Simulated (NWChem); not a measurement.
System: GeHCl₂F; SMILES [Cl][GeH]([F])[Cl]

The following NWChem deck was run.

```
start job
memory heap 200 mb stack 900 mb global 1100 mb
geometry units angstroms noautosym nocenter noautoz
  Ge     0.351261     0.324280     0.000000
  F      1.775537    -0.648247     0.000000
  Cl    -0.758821    -0.202858     1.738528
  Cl    -0.758821    -0.202858    -1.738528
  H      0.755434     1.793979     0.000000
end
basis spherical
  * library aug-cc-pvdz
end
dft
  xc bhlyp
  iterations 150
end
property
  response 1 0.0
end
task dft property
```

NWChem printed, in part:

```
             Northwest Computational Chemistry Package (NWChem) 7.3.0
             --------------------------------------------------------

                             Geometry "geometry" -> ""
                             -------------------------

 Output coordinates in angstroms (scale by  1.889725989 to convert to a.u.)

  No.       Tag          Charge          X              Y              Z
 ---- ---------------- ---------- -------------- -------------- --------------
    1 Ge                  32.0000     0.35126100     0.32428000     0.00000000
    2 F                    9.0000     1.77553700    -0.64824700     0.00000000
    3 Cl                  17.0000    -0.75882100    -0.20285800     1.73852800
    4 Cl                  17.0000    -0.75882100    -0.20285800    -1.73852800
    5 H                    1.0000     0.75543400     1.79397900     0.00000000

 Effective nuclear repulsion energy (a.u.)     473.7323592026

                              NWChem Property Module
                              ----------------------

                                 NWChem DFT Module
                                 -----------------

 Summary of "ao basis" -> "ao basis" (spherical)
 ------------------------------------------------------------------------------
       Tag                 Description            Shells   Functions and Types
 ---------------- ------------------------------  ------  ---------------------
 Ge                       aug-cc-pvdz               14       36   6s5p3d
 F                        aug-cc-pvdz                9       23   4s3p2d
 Cl                       aug-cc-pvdz               11       27   5s4p2d
 H                        aug-cc-pvdz                5        9   3s2p

            General Information
            -------------------
          SCF calculation type: DFT
          Wavefunction type:  closed shell.
          No. of atoms     :     5
          No. of electrons :    76
           Alpha electrons :    38
            Beta electrons :    38
          Charge           :     0
          Spin multiplicity:     1
          Use of symmetry is: off; symmetry adaption is: off
          Maximum number of iterations: 150
          AO basis - number of functions:   122
                     number of shells:    50
          Convergence on energy requested:  1.00D-06
          Convergence on density requested:  1.00D-05
          Convergence on gradient requested:  5.00D-04

              XC Information
              --------------
                        BHLYP Method XC Functional
                     Hartree-Fock (Exact) Exchange  0.500
                        Slater Exchange Functional  0.500 local
                    Becke 1988 Exchange Functional  0.500 non-local
              Lee-Yang-Parr Correlation Functional  1.000

             Grid Information
             ----------------
          Grid used for XC integration:  medium
          Radial quadrature: Mura-Knowles
          Angular quadrature: Lebedev.
          Tag              B.-S. Rad. Rad. Pts. Rad. Cut. Ang. Pts.
          ---              ---------- --------- --------- ---------
          Ge                  1.25      112          12.0       590
          F                   0.50       49          12.0       434
          Cl                  1.00       88          13.0       590
          H                   0.35       45          13.0       434
          Grid pruning is: on
          Number of quadrature shells:   382
          Spatial weights used:  Erf1

      Superposition of Atomic Density Guess
      -------------------------------------

 Sum of atomic energies:       -3094.11844694

      Non-variational initial energy
      ------------------------------

 Total energy =   -3094.776500
 1-e energy   =   -5249.228524
 2-e energy   =    1680.719664
 HOMO         =      -0.414907
 LUMO         =      -0.002496

   convergence    iter        energy       DeltaE   RMS-Dens  Diis-err
 ---------------- ----- ----------------- --------- --------- ---------
 d= 0,ls=0.0,diis     1  -3097.8255291555 -3.57D+03  9.19D-03  6.59D-01
 d= 0,ls=0.0,diis     2  -3097.8264456095 -9.16D-04  3.92D-03  8.55D-01
 d= 0,ls=0.0,diis     3  -3097.9098852860 -8.34D-02  6.44D-04  9.56D-03
 d= 0,ls=0.0,diis     4  -3097.9105258748 -6.41D-04  2.59D-04  2.45D-03
 d= 0,ls=0.0,diis     5  -3097.9108267203 -3.01D-04  4.86D-05  2.60D-05
  Resetting Diis
 d= 0,ls=0.0,diis     6  -3097.9108313874 -4.67D-06  1.43D-05  1.63D-06
 d= 0,ls=0.0,diis     7  -3097.9108317774 -3.90D-07  3.57D-06  1.18D-07

         Total DFT energy =    -3097.910831777390
      One electron energy =    -5248.442265441437
           Coulomb energy =     1823.256809557067
    Exchange-Corr. energy =     -146.457735095664
 Nuclear repulsion energy =      473.732359202644

 Numeric. integr. density =       75.999993692261

                       DFT Final Molecular Orbital Analysis
                       ------------------------------------

 Vector   36  Occ=2.000000D+00  E=-4.112924D-01
              MO Center= -7.1D-01, -1.8D-01,  2.9D-07, r^2= 4.1D+00
   Bfn.  Coefficient  Atom+Function         Bfn.  Coefficient  Atom+Function
  ----- ------------  ---------------      ----- ------------  ---------------
    69      0.393698  3 Cl py                96     -0.393698  4 Cl py
    72      0.301178  3 Cl py                99     -0.301178  4 Cl py
    68     -0.173906  3 Cl px                95      0.173906  4 Cl px
    71     -0.130337  3 Cl px                98      0.130337  4 Cl px
    43      0.075255  2 F  pz                46      0.061490  2 F  pz

 Vector   37  Occ=2.000000D+00  E=-4.086016D-01
              MO Center= -4.7D-01,  5.8D-02, -3.9D-07, r^2= 4.4D+00
   Bfn.  Coefficient  Atom+Function         Bfn.  Coefficient  Atom+Function
  ----- ------------  ---------------      ----- ------------  ---------------
    69      0.381999  3 Cl py                96      0.381999  4 Cl py
    72      0.295322  3 Cl py                99      0.295322  4 Cl py
   114     -0.209040  5 H  s                  5     -0.186473  1 Ge s
    68      0.101496  3 Cl px                95      0.101496  4 Cl px
    14     -0.095275  1 Ge py                17     -0.090362  1 Ge py

 Vector   38  Occ=2.000000D+00  E=-4.021444D-01
              MO Center= -7.0D-01, -1.8D-01, -4.5D-08, r^2= 4.2D+00
   Bfn.  Coefficient  Atom+Function         Bfn.  Coefficient  Atom+Function
  ----- ------------  ---------------      ----- ------------  ---------------
    70      0.329337  3 Cl pz                97      0.329337  4 Cl pz
    68      0.283010  3 Cl px                95     -0.283010  4 Cl px
    73      0.245196  3 Cl pz               100      0.245196  4 Cl pz
    71      0.227221  3 Cl px                98     -0.227222  4 Cl px
    69      0.083038  3 Cl py                96     -0.083038  4 Cl py

 Vector   39  Occ=0.000000D+00  E=-2.017059D-02
              MO Center= -5.5D-02,  5.1D-01,  8.1D-08, r^2= 7.2D+00
   Bfn.  Coefficient  Atom+Function         Bfn.  Coefficient  Atom+Function
  ----- ------------  ---------------      ----- ------------  ---------------
     6      1.357551  1 Ge s                  5      1.297053  1 Ge s
   116     -0.797697  5 H  s                  4      0.444776  1 Ge s
    64     -0.420851  3 Cl s                 91     -0.420851  4 Cl s
   115     -0.382819  5 H  s                 40     -0.299513  2 F  s
    76      0.299583  3 Cl pz               103     -0.299583  4 Cl pz

 Vector   40  Occ=0.000000D+00  E= 1.157670D-02
              MO Center=  9.5D-01,  6.5D-01, -1.9D-08, r^2= 9.6D+00
   Bfn.  Coefficient  Atom+Function         Bfn.  Coefficient  Atom+Function
  ----- ------------  ---------------      ----- ------------  ---------------
    19      0.887752  1 Ge px                20     -0.381304  1 Ge py
    13      0.233911  1 Ge px                74     -0.233717  3 Cl px
   101     -0.233717  4 Cl px                39     -0.210852  2 F  s
    16      0.191289  1 Ge px                 6      0.182072  1 Ge s
    32      0.172693  1 Ge d -2              17     -0.137808  1 Ge py

 Vector   41  Occ=0.000000D+00  E= 1.378318D-02
              MO Center=  3.0D-01,  6.5D-01,  6.1D-06, r^2= 1.4D+01
   Bfn.  Coefficient  Atom+Function         Bfn.  Coefficient  Atom+Function
  ----- ------------  ---------------      ----- ------------  ---------------
    21      1.114043  1 Ge pz                18      0.632173  1 Ge pz
    64     -0.581723  3 Cl s                 91      0.581721  4 Cl s
    74     -0.232870  3 Cl px               101      0.232870  4 Cl px
    15      0.226869  1 Ge pz                63     -0.175419  3 Cl s
    90      0.175419  4 Cl s                 49     -0.147992  2 F  pz

     Multipole analysis of the density
     ---------------------------------

     L   x y z        total         alpha         beta         nuclear
     -   - - -        -----         -----         ----         -------
     0   0 0 0     -0.000000    -38.000000    -38.000000     76.000000

     1   1 0 0     -0.093985     -2.102736     -2.102736      4.111486
     1   0 1 0      0.778510      0.918809      0.918809     -1.059108
     1   0 0 1     -0.000000     -0.000000     -0.000000      0.000000

[...]

 DFT Linear Response polarizability / au
 Frequency  =       0.0000000 / au
              X              Y              Z
 -----------------------------------------------
 X      50.6575202      3.0338372      0.0000001
 Y       3.0337915     47.1053052     -0.0000002
 Z       0.0000001     -0.0000002     63.7892758
 -----------------------------------------------
 Eigenvalues =      52.3969107     45.3659147     63.7892758
 Isotropic   =      53.8507004
 Anisotropic =      16.1034332
 -----------------------------------------------

 Magnetic Dipole Response Matrix (nonzero elements):

 Exiting AOResponse driver routine
```

Level: BHandHLYP/aug-cc-pVDZ. The geometry was optimised at PBE0/def2-SVP.
